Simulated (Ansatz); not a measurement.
`CC(=O)O[SiH2]F` + H₂ → `O=CO[SiH2]F` + CH₄ at 600 K and 1 bar (hydrogenolysis of a C–C bond).

Calculated with Ansatz (gas phase, PBE0-D4/def2-TZVP geometries, no zero-point term in ΔE). CCSD(T)/CBS is the MP2 limit (def2-TZVPP, def2-QZVPP) plus CCSD(T) − MP2 in def2-TZVPP, frozen cores. This one scheme is used for every species. One conformer a species, not always the lowest.

```json
{"species": "`CC(=O)O[SiH2]F`", "CCSD(T)/CBS energy (Eh)": "-618.45411", "H − E (kJ/mol)": "254.7", "S (J/(mol·K))": "453.5"}
{"species": "H₂", "CCSD(T)/CBS energy (Eh)": "-1.17544", "H − E (kJ/mol)": "43.9", "S (J/(mol·K))": "150.8"}
{"species": "`O=CO[SiH2]F`", "CCSD(T)/CBS energy (Eh)": "-579.18029", "H − E (kJ/mol)": "167.7", "S (J/(mol·K))": "396.8"}
{"species": "CH₄", "CCSD(T)/CBS energy (Eh)": "-40.46206", "H − E (kJ/mol)": "140.4", "S (J/(mol·K))": "215.7"}
```

H − E and S are ideal-gas, rigid-rotor, harmonic terms from PBE0-D4/def2-TZVP, for one conformer and one mirror image of each species. For small species the MP2-based limit differs from directly extrapolated CCSD(T) by up to some mEh (0.8 for H₂); such offsets cancel only in part. 1 Eh = 2625.50 kJ/mol, R = 8.31446 J/(mol·K).

Question: By hand: ΔE, ΔH, ΔS and ΔG.

Answer: ΔE = (-579.18029) + (-40.46206) − (-618.45411) − (-1.17544) = -0.01280 Eh = -33.6 kJ/mol. Δ(H − E) = 167.7 + 140.4 − 254.7 − 43.9 = 9.5, so ΔH = -24.1 kJ/mol. ΔS = 396.8 + 215.7 − 453.5 − 150.8 = 8.2 J/(mol·K). ΔG = -24.1 − 600 × (8.2)/1000 = -29.0 kJ/mol.

Question: By hand: the equilibrium constant, and the temperature at which ΔG would vanish if ΔH and ΔS stayed fixed.

Answer: log₁₀ K = −ΔG/(RT ln 10) = 2.5. ΔH and −TΔS have one sign here, so there is no such temperature.

The number of gas molecules stays the same, so ΔS is small and ΔH decides. A doubt of 5 kJ/mol in ΔE shifts log₁₀ K by 0.4 here. Other conformers and mirror images would add mixing entropy, several J/(mol·K) or more a flexible species. These are equilibria of isolated gas molecules and say nothing of rates. Largest T1 diagnostic: 0.015 (customary marks: 0.02 for closed shells, 0.045 for open ones).

ΔS is within the doubt of such terms, so its sign, and with it that verdict, could turn.
